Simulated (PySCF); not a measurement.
One of the candidates below gave these computed data.

All candidates are C8H18S.

- Dipole: 1.94 D [PBE0/pcSseg-1]
- 13C NMR: chemical shifts (computed TMS as zero) by class: 55.9 (1 C), 41.5 (1 C), 36.0 (1 C), 29.4 (3 C), 25.4 (1 C), 9.6 (1 C) ppm [GIAO PBE0/pcSseg-1]
- Rotational structure: rotational constants A, B, C: 1.977, 0.838, 0.807 GHz [GFN2-xTB]
- NMR, other nuclei: isotropic shieldings of nuclei other than C and H, by class: 489 (1 S) ppm [GIAO PBE0/pcSseg-1]
- 1H NMR: chemical shifts (computed TMS as zero) by class: 2.82 (1 H), 2.13 (1 H), 2.04 (1 H), 1.30 (3 H), 0.93 (9 H), 0.83 (3 H) ppm [GIAO PBE0/pcSseg-1]

Gas-phase values; electronic properties from PySCF, density fitting. Levels stand in brackets. Isolated species at its GFN2-xTB geometry (one conformer only). Each NMR value is the plain mean over a class of atoms that symmetry, rotation or inversion makes alike.

Question: Which candidate is it?
A. `C[C@H](S)[C@H](C)C(C)(C)C`
B. `CC[C@H](SC)C(C)(C)C`
C. `CS[C@H](C)CC(C)(C)C`
D. `CC(C)CC(C)(C)CS`

Answer: A. It is `C[C@H](S)[C@H](C)C(C)(C)C`. Numbering: `[CH3:1][C@H:2]([SH:3])[C@H:4]([CH3:5])[C:6]([CH3:7])([CH3:8])[CH3:9]`. Its formula, C8H18S, gives 0 degrees of unsaturation, so no ring and no π bond. 8 carbons fall into 6 classes; from least to most shielded: sp3 CH carbon [C4] (55.9 ppm), sp3 carbon bound to sulfur [C2] (41.5 ppm), quaternary sp3 carbon [C6] (36.0 ppm), methyl carbon [C7/C8/C9] (29.4 ppm, 3 C, up to 8.3 ppm apart in this geometry), methyl carbon [C1] (25.4 ppm), methyl carbon [C5] (9.6 ppm). Hydrogen classes from least to most shielded: 1 H on an sp3 carbon bound to sulfur, C2 (2.82 ppm), 1 H on a thiol sulfur, S3 (2.13 ppm), 1 H on an sp3 CH carbon, C4 (2.04 ppm), 3 H on a methyl carbon, C1 (1.30 ppm, a mean of values up to 0.6 ppm apart in this geometry), 9 H on 3 methyl carbons, C7/C8/C9 (0.93 ppm, a mean of values up to 0.9 ppm apart in this geometry), 3 H on a methyl carbon, C5 (0.83 ppm). The other shieldings belong to: 489 ppm, thiol sulfur [S3]. The optimised geometry has point group C1 and is an asymmetric top.

The others, at the same levels:
- `CC[C@H](SC)C(C)(C)C` fails: its computed 13C shifts are 73.4 (1 C), 37.9 (1 C), 29.0 (3 C), 28.2 (1 C), 24.7 (1 C), 15.5 (1 C) ppm, 1H shifts are 2.10 (3 H), 1.87 (1 H), 1.39 (1 H), 1.33 (3 H), 1.19 (1 H), 1.12 (9 H) ppm and rotational constant A is 1.568 GHz (against 1.977 GHz).
- `CC(C)CC(C)(C)CS` fails: its computed 13C shifts are 51.1 (1 C), 49.9 (1 C), 35.0 (1 C), 29.3 (1 C), 26.9 (2 C), 26.6 (2 C) ppm, 1H shifts are 2.22 (2 H), 1.59 (1 H), 1.49 (1 H), 1.07 (6 H), 1.03 (2 H), 0.99 (6 H) ppm and rotational constant A is 1.878 GHz (against 1.977 GHz).
- `CS[C@H](C)CC(C)(C)C` fails: its computed 13C shifts are 46.3 (1 C), 41.7 (1 C), 32.8 (1 C), 30.8 (3 C), 26.4 (1 C), 10.8 (1 C) ppm, 1H shifts are 2.67 (1 H), 1.95 (3 H), 1.54 (1 H), 1.43 (3 H), 1.17 (9 H), 1.13 (1 H) ppm and dipole moment is 1.58 D (against 1.94 D).

Each candidate is one conformer, not necessarily the lowest. Dipoles, sizes and rotational constants follow the conformer. The torsions of the flexible species, by atom-mapped SMILES:
- `[CH3:1][C@H:2]([SH:3])[C@H:4]([CH3:5])[C:6]([CH3:7])([CH3:8])[CH3:9]`: C1–C2–C4–C5 35°, C2–C4–C6–C7 55°, H–S3–C2–C1 -64°
- `[CH3:1][CH2:2][C@H:3]([S:4][CH3:5])[C:6]([CH3:7])([CH3:8])[CH3:9]`: C1–C2–C3–S4 -66°, C2–C3–S4–C5 118°, C2–C3–C6–C7 59°
- `[CH3:1][CH:2]([CH3:3])[CH2:4][C:5]([CH3:6])([CH3:7])[CH2:8][SH:9]`: C1–C2–C4–C5 -69°, C2–C4–C5–C6 -38°, C4–C5–C8–S9 -60°, H–S9–C8–C5 72°
- `[CH3:1][S:2][C@H:3]([CH3:4])[CH2:5][C:6]([CH3:7])([CH3:8])[CH3:9]`: C1–S2–C3–C4 65°, S2–C3–C5–C6 -68°, C3–C5–C6–C7 -167°
